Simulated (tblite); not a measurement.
Input of a run (GFN2-xTB geometry optimisation, gas phase (tblite 0.8.0)), started from a force field or distance geometry:
```
{"job": {"kind": "relax", "xc": "GFN2-xTB", "basis": "xTB"}, "charge": 0, "multiplicity": 2}
C     -0.209200    -2.083900     0.798900
C     -0.199400    -0.862600     0.211500
C     -1.367200    -0.361900    -0.570700
C     -2.072700     0.830700     0.079400
C      1.012700     0.033700     0.330200
O      1.476100     0.309400    -0.995100
Si     2.804000     1.306800    -1.171300
H     -1.076800    -2.727600     0.723800
H      0.634900    -2.463600     1.363400
H     -1.055200    -0.077200    -1.577700
H     -2.117500    -1.160600    -0.712100
H     -2.398200     0.571400     1.106200
H     -2.963700     1.108900    -0.478000
H     -1.412100     1.697400     0.137000
H      0.729500     0.971800     0.839400
H      1.804300    -0.449300     0.919300
H      3.928800     0.739500    -0.380900
H      2.472900     2.623300    -0.588200
```

Output (eV, eV/Å):
```
step      E/eV     max force
  0    -600.33852    1.938
  1    -600.41002    1.424
  2    -600.44413    0.401
  3    -600.45657    0.264
  4    -600.46448    0.211
  5    -600.46842    0.213
  6    -600.47469    0.201
  7    -600.47866    0.210
  8    -600.48119    0.117
  9    -600.48297    0.123
 10    -600.48529    0.140
 11    -600.48849    0.192
 12    -600.49232    0.182
 13    -600.49588    0.131
 14    -600.49877    0.140
 15    -600.50113    0.140
 16    -600.50296    0.104
 17    -600.50423    0.088
 18    -600.50517    0.075
 19    -600.50603    0.083
 20    -600.50689    0.077
 21    -600.50767    0.060
 22    -600.50835    0.069
 23    -600.50907    0.064
 24    -600.50988    0.072
 25    -600.51068    0.073
 26    -600.51136    0.053
 27    -600.51196    0.057
 28    -600.51249    0.054
 29    -600.51291    0.050
 30    -600.51319    0.042
 31    -600.51339    0.032
 32    -600.51357    0.036
 33    -600.51373    0.027
 34    -600.51386    0.027
 35    -600.51396    0.026
 36    -600.51408    0.031
 37    -600.51421    0.027
 38    -600.51436    0.031
 39    -600.51448    0.033
 40    -600.51460    0.033
 41    -600.51473    0.028
 42    -600.51485    0.023
 43    -600.51496    0.021
 44    -600.51503    0.017
 45    -600.51508    0.017
 46    -600.51512    0.016
 47    -600.51516    0.014
 48    -600.51520    0.016
 49    -600.51524    0.019
 50    -600.51529    0.016
 51    -600.51534    0.018
 52    -600.51540    0.020
 53    -600.51548    0.025
 54    -600.51559    0.029
 55    -600.51572    0.031
 56    -600.51587    0.026
 57    -600.51603    0.029
 58    -600.51623    0.037
 59    -600.51645    0.041
 60    -600.51666    0.039
 61    -600.51682    0.040
 62    -600.51698    0.036
 63    -600.51714    0.026
 64    -600.51727    0.027
 65    -600.51736    0.020
 66    -600.51741    0.020
 67    -600.51747    0.018
 68    -600.51755    0.022
 69    -600.51764    0.024
 70    -600.51770    0.022
 71    -600.51775    0.021
 72    -600.51780    0.016
 73    -600.51788    0.014
 74    -600.51791    0.013
 75    -600.51794    0.010
 76    -600.51796    0.010
 77    -600.51800    0.014
 78    -600.51804    0.016
 79    -600.51809    0.016
 80    -600.51813    0.016
 81    -600.51819    0.014
 82    -600.51825    0.017
 83    -600.51829    0.015
 84    -600.51832    0.013
 85    -600.51836    0.013
 86    -600.51840    0.013
 87    -600.51844    0.015
 88    -600.51849    0.013
 89    -600.51852    0.013
 90    -600.51855    0.013
 91    -600.51859    0.014
 92    -600.51863    0.017
 93    -600.51866    0.014
 94    -600.51868    0.013
 95    -600.51871    0.011
 96    -600.51873    0.011
 97    -600.51875    0.012
 98    -600.51876    0.010
 99    -600.51879    0.013
100    -600.51883    0.016
101    -600.51887    0.016
102    -600.51892    0.018
103    -600.51896    0.019
104    -600.51899    0.017
105    -600.51902    0.012
106    -600.51904    0.011
107    -600.51906    0.012
108    -600.51907    0.012
109    -600.51910    0.011
110    -600.51913    0.012
111    -600.51915    0.010
```

Summarise the run.

The energy falls by 4.2 kcal/mol over 111 L-BFGS steps, the largest force on an atom goes from 1.94 to 0.010 eV/Å, and the atoms move by 0.190 Å rms after alignment. The bond that changes most is O6–Si7 (ends: oxygen bonded to C and Si; silicon bonded to O and 2 H), which shortens by 0.056 Å. Bonds longer at the end by more than 0.005 Å: 1 of 17; shorter: 11. Among the angles that change most is C5–O6–Si7, from 118.1° to 128.6°. Among the dihedrals that turn most is C1–C2–C3–H10, from -125° to -137°. The energy never rose by more than 1e-5 eV on the way. The first step brought 40 % of the lowering.

What are the final bond lengths?

C1=C2 1.324 Å, C2–C3 1.503 Å, C3–C4 1.530 Å, C2–C5 1.502 Å, C5–O6 1.416 Å, O6–Si7 1.614 Å, C1–H8 1.077 Å, C1–H9 1.077 Å, C3–H10 1.092 Å, C3–H11 1.091 Å, C4–H12 1.088 Å, C4–H13 1.087 Å, C4–H14 1.087 Å, C5–H15 1.098 Å, C5–H16 1.096 Å, Si7–H17 1.457 Å, Si7–H18 1.459 Å. Numbering counts from 1 in the input's order; the species is `C=C(CC)CO[SiH2]` [radical].

Its lowest GFN2-xTB frequency is 13 cm⁻¹, too small to tell a flat minimum from a shallow saddle.

One conformer stands for the species.

All values are computed, not measured.
